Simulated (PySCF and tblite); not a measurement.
Values are calculated unless marked as measured or tabulated.
C₇H₇BrO, numbered as in [CH3:1][O:2]/[CH:3]=[CH:4]\[C:5]#[C:6]/[CH:7]=[CH:8]/[Br:9].

The ensemble was built from 60 distance-geometry starts (ETKDG and KDG, MMFF94s, GFN2-xTB) and rests on GFN2-xTB geometries. Free energies are PBE0-D3(BJ)/pcSseg-1 single points with GFN2-xTB rigid-rotor and vibrational terms (modes under about 100 cm⁻¹ blended into free rotors). Symmetry numbers and mirror images are counted. Conformers within 2.5 kcal/mol (GFN2-xTB free energy) were kept, 2 at most. GIAO shieldings: PBE0/pcSseg-1. Shifts are against TMS (¹H), TMS (¹³C) at the same level. (PySCF 2.14, tblite 0.8.)

Torsions listed: C1–O2–C3–C4.

```tsv
conformer	shape	symmetry	E(GFN2) kcal/mol	E(DFT) kcal/mol
1	179°	Cs	1.80	0.53
2	0°	Cs	0.00	0.00
```

(1) How much do the weights at 298.15 K and the averaged shift of H1 depend on how the conformers are weighted?

Spin–orbit effects of the heavy atoms on shieldings are missing.

Answers

(1) 
```json
{"weighting": "DFT energy with thermal terms, symmetry and mirror images (full scheme)", "1 (%)": "63", "2 (%)": "37", "δ (ppm)": "4.08", "rms dipole (D)": "3.51"}
{"weighting": "DFT energy with symmetry and mirror images", "1 (%)": "29", "2 (%)": "71", "δ (ppm)": "4.26", "rms dipole (D)": "2.63"}
{"weighting": "bare DFT energy", "1 (%)": "29", "2 (%)": "71", "δ (ppm)": "4.26", "rms dipole (D)": "2.63"}
{"weighting": "GFN2-xTB energy with symmetry and mirror images", "1 (%)": "5", "2 (%)": "95", "δ (ppm)": "4.38", "rms dipole (D)": "1.73"}
{"weighting": "GFN2-xTB free energy", "1 (%)": "17", "2 (%)": "83", "δ (ppm)": "4.32", "rms dipole (D)": "2.22"}
{"weighting": "leading conformer alone", "1 (%)": "100", "2 (%)": "0", "δ (ppm)": "3.89", "rms dipole (D)": "4.26"}
{"weighting": "equal weights", "1 (%)": "50", "2 (%)": "50", "δ (ppm)": "4.15", "rms dipole (D)": "3.20"}
{"weighting": "full scheme, search stopped after three starts", "1 (%)": "100", "2 (%)": "0", "δ (ppm)": "3.89", "rms dipole (D)": "4.26"}
```

The largest departure from the full scheme, 0.30 ppm, comes with: GFN2-xTB energy with symmetry and mirror images.
